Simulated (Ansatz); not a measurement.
A run for Ansatz (an electronic-structure program): U-CCSD(T)/def2-TZVPP on ClF-, 2S+1 = 2, a spin state set in the input, which need not be the lowest, a point of a bond scan (R = 2.239 Å). Charge -1.

Ansatz 0.2 input:
```yaml
crystal:
  periodic: [false, false, false]
  atoms:
    - {symbol: F, position_ang: [0.00000000, 0.00000000, 0.00000000]}
    - {symbol: Cl, position_ang: [0.00000000, 0.00000000, 2.23938500]}
basis:
  gaussian:
    orbitals: def2-TZVPP
total_charge: -1
magnetization: {spin_polarized: true, initial_magnetization: 1}
correlation: {method: ccsd_t, electrons: valence}
output: {orbitals: {seedname: ./end}}
```

It printed:

```
WARN ansatz: RAYON_NUM_THREADS=1 ignored (pool sized by the plan → 1); use --threads N
Functional definition: HF
integrals: 0.07 GiB planned
451 factors; integrals over basis functions are off by at most 1.8e-3 eV
mean field: 0.13 GiB planned
mean field evaluation 1: about -15209.4142 eV, gradient 1.4e1 eV
mean field evaluation 2: about -15209.4359 eV, gradient 1.4e1 eV
mean field evaluation 4: about -15210.1390 eV, gradient 2.2e0 eV
mean field evaluation 8: about -15210.2057 eV, gradient 5.7e-1 eV
mean field evaluation 16: about -15210.2561 eV, gradient 4.0e-6 eV
mean field evaluation 32: about -15208.2644 eV, gradient 1.0e-1 eV
mean field evaluation 64: about -15210.2370 eV, gradient 1.8e0 eV
mean field evaluation 96: about -15208.5264 eV, gradient 1.0e1 eV
mean field evaluation 128: about -15208.1397 eV, gradient 9.6e-1 eV
mean field evaluation 160: about -15206.7191 eV, gradient 6.1e-1 eV
mean field evaluation 192: about -15210.2561 eV, gradient 8.3e-4 eV
mean field evaluation 224: about -15209.8866 eV, gradient 3.6e0 eV
mean field evaluation 256: about -15208.8797 eV, gradient 1.6e0 eV
mean field evaluation 288: about -15208.9524 eV, gradient 4.1e-1 eV
mean field evaluation 320: about -15208.2404 eV, gradient 2.0e-1 eV
mean field -15210.25610307 eV, -558.9666019059 hartree, gradient 4.0e-6 eV, S^2 0.770756; 9 other end points of the search recorded, 0 dependent functions left out
determinant -15210.25610307 eV, -558.9666019059 hartree, with singles and doubles -15222.84098677 eV, -559.4290878517 hartree
determinant -15208.95645506 eV, -558.9188407224 hartree, with singles and doubles -15220.84146871 eV, -559.3556069181 hartree
determinant -15208.26448452 eV, -558.8934112743 hartree, with singles and doubles -15220.93642799 eV, -559.3590966074 hartree
determinant -15208.09964054 eV, -558.8873533698 hartree, with singles and doubles -15221.02397387 eV, -559.3623138590 hartree
6 core orbitals not correlated
reference -15210.25610307 eV, -558.9666019059 hartree; 8, 7 occupied and 59, 60 virtual orbitals, 451 factors
second order -11.75926742 eV of doubles, -0.00000000 eV of singles
coupled cluster: 0.23 GiB planned
cycle   1  -12.59385239 eV  change    -1.0e0 eV  update   1.5e-2
cycle   2  -12.61829118 eV  change   -2.4e-2 eV  update   5.3e-3
cycle   3  -12.62418897 eV  change   -5.9e-3 eV  update   3.5e-3
cycle   4  -12.62982033 eV  change   -5.6e-3 eV  update   1.7e-3
cycle   5  -12.63380358 eV  change   -4.0e-3 eV  update   7.4e-4
cycle   6  -12.63380487 eV  change   -1.3e-6 eV  update   2.1e-4
cycle   7  -12.63418961 eV  change   -3.8e-4 eV  update   8.1e-5
cycle   8  -12.63419992 eV  change   -1.0e-5 eV  update   1.6e-5
perturbative correction -0.40951869 eV, -0.0150495342 hartree
Total energy: -15223.29982168 eV, -559.4459497234 hartree
```

Self-consistency was reached.

Cost: very roughly 10 core-seconds.
